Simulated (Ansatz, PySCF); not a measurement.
Molecule: sum formula BNH$_{2}$Cl, net charge 0, doublet state. It need not be the lowest isomer of its formula. 
Geometry from a B3LYP-D3(BJ)/def2-TZVP (Ansatz, a program for electronic structure) optimisation:
```xyz
5

B     -0.2515     0.3056     0.6950
Cl     0.9694    -0.3572    -0.3771
N     -1.5741     0.4886     0.3556
H     -1.9552     0.2527    -0.5517
H     -2.2474     0.8722     0.9975
```
Charge 0, spin multiplicity 2.

Total electronic energies in hartree. Cores are frozen in the correlated levels unless marked. Open shells are spin-unrestricted. Spin-orbit coupling is left out. No relativistic terms. FCI takes restricted orbitals. Basis-set limits of correlation are two-point, X^-3; Hartree-Fock from the larger set.

```json
[
 {"level": "HF/6-31G", "program": "Ansatz", "energy (Eh)": "-539.75771"},
 {"level": "HF/6-31G*", "program": "Ansatz", "energy (Eh)": "-539.80573"},
 {"level": "HF/cc-pV(D+d)Z", "program": "Ansatz", "energy (Eh)": "-539.84149"},
 {"level": "HF/def2-TZVPD", "program": "PySCF", "energy (Eh)": "-539.87389"},
 {"level": "RI-HF/cc-pV(T+d)Z", "program": "Ansatz", "energy (Eh)": "-539.88036"},
 {"level": "BP86-D4/def2-TZVPD", "program": "PySCF + dftd4", "energy (Eh)": "-541.11068"},
 {"level": "TPSS/def2-TZVPD", "program": "PySCF", "energy (Eh)": "-541.10016"},
 {"level": "M06-L/def2-TZVPD", "program": "PySCF", "energy (Eh)": "-541.04543"},
 {"level": "r2SCAN-D3(BJ)/def2-TZVPD", "program": "Ansatz + dftd3", "energy (Eh)": "-540.99154"},
 {"level": "PBE0/STO-3G", "program": "Ansatz", "energy (Eh)": "-534.72340"},
 {"level": "PBE0-D3(BJ)/def2-TZVPD", "program": "Ansatz + dftd3", "energy (Eh)": "-540.81826"},
 {"level": "BHLYP/def2-TZVPD", "program": "Ansatz", "energy (Eh)": "-541.02162"},
 {"level": "PW6B95/def2-TZVPD", "program": "PySCF", "energy (Eh)": "-541.52309"},
 {"level": "CAM-B3LYP/def2-TZVPD", "program": "Ansatz", "energy (Eh)": "-541.03752"},
 {"level": "B2PLYP-D3(BJ)/def2-TZVPD", "program": "Ansatz + dftd3", "energy (Eh)": "-540.86715"},
 {"level": "PBE-QIDH/def2-TZVPD", "program": "Ansatz", "energy (Eh)": "-540.71571"},
 {"level": "MP2/6-31G*", "program": "Ansatz", "energy (Eh)": "-540.15599"},
 {"level": "MP2/cc-pVTZ", "program": "Ansatz", "energy (Eh)": "-540.35424"},
 {"level": "SCS-MP2/cc-pwCVTZ", "program": "Ansatz", "energy (Eh)": "-540.35734"},
 {"level": "CCSD(T)/STO-3G", "program": "Ansatz", "energy (Eh)": "-533.97378"},
 {"level": "CCSD(T)/6-31G", "program": "Ansatz", "energy (Eh)": "-539.97002"},
 {"level": "FCI/STO-3G", "program": "Ansatz", "energy (Eh)": "-533.97432"},
 {"level": "CCSD(T)/CBS(cc-pV(T+d)Z,cc-pV(Q+d)Z)", "program": "Ansatz", "energy (Eh)": "-540.4807"}
]
```

Totals of different functionals don't rank their quality; only differences between species are comparable.
